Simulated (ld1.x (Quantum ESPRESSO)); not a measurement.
## What one change does to a pseudopotential (La (Z = 57), TM)

ld1.x (Quantum ESPRESSO) 7.5 input, shortened:

```
&input
   title='La', zed=57., rel=1, dft='PZ', iswitch=3,
   config='[Xe] 4f0 5d1 6s2 6p0'
 /
 &inputp
   pseudotype=2, tm=.true., lloc=-1, rcloc=1.95,
   nlcc=.true., new_core_ps=.true.
 /
4
6S  1  0   2.00   0.00  3.05  3.05  0.0
6P  2  1   0.00   0.00  4.10  4.10  0.0
5D  3  2   1.00   0.00  2.45  2.45  0.0
4F  4  3   0.00   0.00  1.85  1.85  0.0
 &test
   configts(1)='4f0 5d1 6s2 6p0'
 /
```

Change: local potential the f channel.

Cutoffs: the cutoffs (Ry, on a coarse ladder) from which the occupation-weighted sum of valence levels, in a spherical-Bessel basis at the reference potential, stays within 10 and 1 mRy of its value at 400 Ry; they do not see the model core or the augmentation charge, which bear on the density cutoff. Errors are all-electron minus pseudo energies relative to the spin-unpolarised reference configuration.

Q: What does the change do?

A: The potential gets neither clearly harder nor softer (10 Ry and 15 Ry → 10 Ry and 15 Ry); both files keep a bound ghost (p, s); the number of tests that count goes from 8 to 7; of the 7 tests that both files solve, the error grows in 2 and shrinks in 1 by more than 15 % and 0.3 meV (median size 3.2 → 2.6 meV); the range in which the f phases agree narrows (upper end 2.1 → 0.5).

```csv
quantity,base,changed
"cutoff, loose",10 Ry,10 Ry
"cutoff, tight",15 Ry,15 Ry
bound ghosts,"s, p","s, p"
"tests counted (converged, no solver errors)",8 of 9,7 of 9
"error for 4f0 5d1 6s1 6p0, meV [ΔE 6.16 eV]",+0.3,-2.6
"error for 4f0 5d1 6s0 6p0, meV [ΔE 17.32 eV]",-48,-48
"error for 4f0 5d1 6s1.5 6p0, meV [ΔE 2.48 eV]",+0.4,-0.3
"error for 4f0 5d2 6s0 6p0, meV [ΔE 6.31 eV]",-52,-52
"error for 4f0 5d1 6s0 6p2, meV [ΔE 5.05 eV]",-21,-25
"error for 4f0 5d1 6s2 6p0 (spin-polarised), meV [ΔE -0.10 eV]",+1.7,+1.7
"error for 4f0 5d1 6s1 6p0 (spin-polarised), meV [ΔE 5.74 eV]",+3.2,+1.2
s: phases at 4.43 bohr within 0.05 rad from the reference energy up to (Ry; the scan ends near 5),0.2,0.6
p: phases at 4.43 bohr within 0.05 rad from the reference energy up to (Ry; the scan ends near 5),0.5,1.0
d: phases at 4.43 bohr within 0.05 rad from the reference energy up to (Ry; the scan ends near 5),0.8,0.7
f: phases at 4.43 bohr within 0.05 rad from the reference energy up to (Ry; the scan ends near 5),2.1,0.5
```

Base: The cutoffs count occupied waves only; the empty 4f level needs 100 Ry at the loose tolerance. Tests not counted: 4f1 5d0 6s2 6p0 (solver errors, printed error +328 meV). These tests converged, but a pseudo level misses the all-electron one widely, so the file describes the atom poorly there or has found another state: 4f1 5d1 6s0 6p0: 4f by 1.0 eV. Changed file: The cutoffs count occupied waves only; the empty 4f level needs 100 Ry at the loose tolerance. Tests not counted: 4f1 5d1 6s0 6p0 (solver errors, printed error -23.2 eV); 4f1 5d0 6s2 6p0 (solver errors, printed error +1.1 eV). A true bound ghost makes a file unfit for plane-wave use even where its test errors are small: the radial tests pick states by their node count and pass the ghost by. Where a test does run into it, the solver fails or the error is huge.
